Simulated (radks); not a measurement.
Results of a calculation; reference values are marked as such.
Q: Mean orbital radii <r> (bohr) of the nitrogen ion N3+, [He] 2s2, of relativity; Dirac values are averaged over j with weights 2j + 1. Spin-unpolarised spherical Kohn-Sham, LDA (Slater exchange, Perdew-Wang correlation), point nucleus unless stated (finite: rms radius 2.5582 fm), a radial shooting solver on a logarithmic mesh with Libxc functionals. A level marked "c x" has the speed of light scaled by that factor.

shell       non-rel.
1s            0.2305
2s             1.109
2p (empty)     1.033
3s (empty)     2.877

Give the values at the level "Dirac, c x 10".

A: 
shell       Dirac, c x 10  change of magnitude (%)
1s                 0.2305                    0.00
2s                  1.109                    0.00
2p (empty)          1.033                    0.00
3s (empty)          2.877                    0.00
